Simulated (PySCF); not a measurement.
## Peak assignment

Geometry (Å), atoms numbered from 1 in this order:
```xyz
35

Si    0.868    0.005    0.464
C     1.096    0.059    2.350
H     0.122    0.059    2.864
H     1.640    0.966    2.657
H     1.666   -0.815    2.705
C     2.578   -0.046   -0.362
H     3.175    0.838   -0.086
H     2.486   -0.063   -1.460
H     3.139   -0.943   -0.056
Si   -0.297    1.932   -0.209
C    -0.920    1.751   -1.985
C    -1.775    2.209    0.938
C     0.848    3.434   -0.109
H    -1.417    2.675   -2.323
H    -1.646    0.927   -2.067
H    -0.091    1.540   -2.680
H    -2.459    1.346    0.927
H    -1.444    2.362    1.977
H    -2.346    3.100    0.631
H     1.233    3.572    0.914
H     1.713    3.318   -0.781
H     0.316    4.356   -0.397
Si   -0.323   -1.932   -0.129
C    -2.138   -1.780    0.381
C    -0.223   -2.194   -1.999
C     0.435   -3.432    0.738
H    -2.690   -2.703    0.142
H    -2.631   -0.947   -0.145
H    -2.234   -1.598    1.463
H    -0.652   -1.341   -2.548
H     0.822   -2.313   -2.324
H    -0.774   -3.101   -2.296
H     1.493   -3.556    0.461
H     0.383   -3.327    1.833
H    -0.098   -4.356    0.461
```

Computed data (PySCF): shieldings: GIAO PBE0/pcSseg-1, PBE0-D3(BJ)/def2-SVP geometry. Equivalent nuclei averaged, non-relativistic, gas phase, single conformer.

Scale: ¹³C, ¹H vs TMS (reference shieldings calculated alike).

(1) Assign these signals to the numbered atoms. ¹³C{¹H} NMR (computed): δ -1.2, -6.9.

(2) Assign these signals to the numbered atoms. ¹H NMR (500 MHz, computed): δ 0.09 (s, 18H), 0.08 (s, 6H).

Answers

(1) 
```tsv
δ (ppm)	atoms	environment	reason
-1.2	C11/C12/C13/C24/C25/C26	carbon bonded to Si, 3 H	–
-6.9	C2/C6	carbon bonded to Si, 3 H	–
```

(2) 
| δ (ppm) | atoms | environment | reason |
| --- | --- | --- | --- |
| 0.09 | H14/H15/H16/H17/H18/H19/H20/H21/H22/H27/H28/H29/H30/H31/H32/H33/H34/H35 | hydrogen on a carbon bonded to Si | – |
| 0.08 | H3/H4/H5/H7/H8/H9 | hydrogen on a carbon bonded to Si | – |

H14/H15/H16/H17/H18/H19/H20/H21/H22/H27/H28/H29/H30/H31/H32/H33/H34/H35 and H3/H4/H5/H7/H8/H9 lie closer than the usual error of such a calculation, so a measured spectrum could show them in the other order.

Shifts are as computed. Against solution values, carbons near 30 ppm lie about +2 ppm off and those near 130 ppm about +5 ppm. Of 1313 compounds with measured shifts, 239 miss one by over three times the rms of a fit or turn the order of signals round; such compounds aren't used in these exercises. No couplings were computed; multiplicities are counted from neighbouring protons, with m where these are inequivalent, close in shift, in a saturated or five-membered ring or joined by F or P, and br s for small geminal =CH2 splittings.
